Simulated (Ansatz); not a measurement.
Z-matrix (Å, degrees):
```
C
O 1 1.414
H 1 1.096 2 112.6
H 1 1.094 2 107.1 3 -118.6
H 1 1.096 2 112.6 3 122.7
In 2 1.954 1 121.6 3 -61.3
F 6 1.924 2 123.3 1 180.0
F 6 1.936 2 121.6 1 -0.0
```

Total charge 0; spin multiplicity 1. In takes the def2 core potential.

**Question.** List the PBE0/def2-TZVPP orbital energies in eV (the Gaussian-basis code of Ansatz). (Estimate.)

**Answer.** The calculation gave: Occupied: -672.95, -672.80, -523.20, -279.68, -129.51, -86.09, -85.75, -85.71, -31.62, -31.46, -28.29, -22.65, -22.61, -22.59, -22.42, -22.25, -18.95, -13.87, -12.85, -12.70, -12.38, -11.43, -11.16, -10.90, -10.83, -10.71, -8.87, -8.52. Lowest empty: -2.78, -1.15, 0.57, 0.96, 2.18, 2.22, 2.90, 3.32.
